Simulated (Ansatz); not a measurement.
Reaction (hydrogenolysis of the Sn–Cl bond): `C#[C][SnH2][Cl]` + H₂ → `C#[C][SnH3]` + HCl

Isolated molecules relaxed with PBE0-D4/def2-TZVP in Ansatz; ΔE leaves out vibrations. CCSD(T)/CBS is the MP2 limit (def2-TZVPP, def2-QZVPP) plus CCSD(T) − MP2 in def2-TZVPP, frozen cores. This one scheme is used for every species. Functionals use def2-TZVPP. B3LYP here is the variant with VWN-RPA as its local correlation; programs differ in this. Elements past krypton have def2 core potentials. For Sn outer-core shells are correlated without core-valence functions, which leaves a few kJ/mol of doubt a bond.

Task: Is it downhill or uphill in electronic energy at CCSD(T)/CBS, and by how much? (An estimate is asked.)

Result: Ansatz gave: Uphill: ΔE = +74.2 kJ/mol.

Task: What do these levels give: revPBE-D4, B97M-V, B3LYP-D4, CAM-B3LYP-D4, r2SCAN0, HF/def2-QZVPP? (Estimate.)

Result: Ansatz gave: revPBE-D4 72.8, B97M-V 66.9, B3LYP-D4 71.9, CAM-B3LYP-D4 65.8, r2SCAN0 70.0, HF/def2-QZVPP 66.8 kJ/mol.

Largest T1 diagnostic among the species: 0.014.

At CCSD(T), def2-SVP lies −16.5 kJ/mol from the extrapolated value and def2-TZVPP −11.2 kJ/mol. From r2SCAN to r2SCAN0 (25 % exact exchange), in def2-TZVPP and without D4, ΔE moves by −3.1 kJ/mol. Leaving LDA and LC-ωPBE aside and taking each functional with its dispersion term where it has one, the values, not all of them listed here, spread over 8.4 kJ/mol, from CAM-B3LYP-D4 to BLYP-D4. LDA lies −9.3 kJ/mol from PBE without D4.
